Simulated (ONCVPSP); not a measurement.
**thallium: one change to an ONCV potential, before and after**

```
Element                 : Tl (Z = 81)
Generator               : ONCVPSP 4.0.1
Type                    : optimised norm-conserving Vanderbilt (ONCV)
Functional              : PBE
Relativity              : fully relativistic
Frozen core             : [Kr] 4d10 4f14 5s2
Valence charge          : 19
Reference configuration : 5p6 5d10 6s1.5 (charge +1.5)
Partial waves           : 6s: rc 1.90 bohr, ncon 3, nbas 6, qcut 2.7 1/bohr, 1 projector; 5p: rc 1.40 bohr, ncon 4, nbas 8, qcut 9.3 1/bohr, 2 projectors, debl 2.7 Ha; 5d: rc 1.20 bohr, ncon 4, nbas 8, qcut 7 1/bohr, 2 projectors, debl 2.6 Ha; f scattering state at 0.4 Ha: rc 1.90 bohr, ncon 4, nbas 9, qcut 5.8 1/bohr, 2 projectors, debl 1.3 Ha
Local potential         : polynomial inside 1.05 bohr (lpopt 5, dvloc0 3 Ha)
Core correction         : none
```

Open shells are filled in proportion to 2j + 1.

In the p channel the program set the typed energies aside and used -3.056, 0.250 Ha (j = l + 1/2; the other j can differ).

All-electron outer shells of the reference configuration (PBE, scalar-relativistic, ld1.x):

```
shell  level (eV)  outermost node (bohr)  outermost maximum (bohr)
   4f     -126.49                      –                      0.36
   5p      -88.58                   0.50                      0.91
   5d      -27.85                   0.53                      1.11
   6s      -20.76                   1.04                      2.02
```

Change: scalar-relativistic. In the p channel the program set the typed energies aside and used -3.255, 0.250 Ha.

Cutoffs: the cutoffs (Ha) at which the residual kinetic energy of the hardest occupied pseudo-wave falls to 1 and 0.1 mHa per electron; they do not see the model core or the augmentation charge, which bear on the density cutoff. Errors are all-electron minus pseudo energies relative to the spin-unpolarised reference configuration.

**Question.** What does the change do?

**Answer.** The potential gets neither clearly harder nor softer (33 Ha and 57 Ha → 32 Ha and 53 Ha); both files keep a bound ghost (s); of the 4 tests that both files solve, the error grows in 3 and shrinks in 1 by more than 15 % and 0.3 meV (median size 1.5 → 5.4 meV).

| quantity | base | changed |
| --- | --- | --- |
| cutoff, loose | 33 Ha | 32 Ha |
| cutoff, tight | 57 Ha | 53 Ha |
| loose cutoff by channel | s 18 Ha, p 33 Ha, d 23 Ha | s 18 Ha, p 32 Ha, d 23 Ha |
| bound ghosts | s | s |
| GHOST(+) flags under 300 eV | s at 14.2 eV | s at 14.4 eV |
| error for 5p6 5d10 6s2 6p1, meV [ΔE -14.53 → -14.42 eV] | +2.4 | +8.1 |
| error for 5p6 5d10 6s2, meV [ΔE -9.26 eV] | -0.6 | +2.7 |
| error for 5p6 5d10 6s1, meV [ΔE 11.53 eV] | -0.5 | -4.7 |
| error for 5p6 5d9 6s2 6p1, meV [ΔE 6.67 → 6.81 eV] | -8.0 | -6.1 |
| s: phases at 1.93 bohr within 0.05 rad from the reference energy up to (Ha; the scan ends near 5) | -0.0 | -0.0 |

 A true bound ghost makes a file unfit for plane-wave use even where its test errors are small: the radial tests pick states by their node count and pass the ghost by.
